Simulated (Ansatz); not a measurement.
```xyz
3

B     0.0000    0.0000    0.0000
Mg    0.0000    4.3470    0.0000
S     0.0000   -3.6515    0.0000
```

Basis set: pcseg-2 (spherical functions). Charge 0, multiplicity 2.

Computed with Ansatz (development build ahead of 0.2.0); each method stands on the lowest determinant of its kind that the runs found. Restricted functionals stand beside restricted open-shell atoms, which can lie above the unrestricted atoms usual in DFT and then raise those values.

The atomization energy at this shape (free ground-state atoms in the same class of orbitals less the molecule, no zero-point energy) of doublet MgBS:

| method | atomization energy |
| --- | --- |
| r²SCAN (restricted open-shell) | 22.6 kJ/mol |

Q: What does r²SCAN (unrestricted) give?

A: 45.2 kJ/mol. Caution: charge can spread falsely over distant fragments; the shape is not the minimum. Caution for r²SCAN (unrestricted): the unrestricted determinant is spin contaminated.
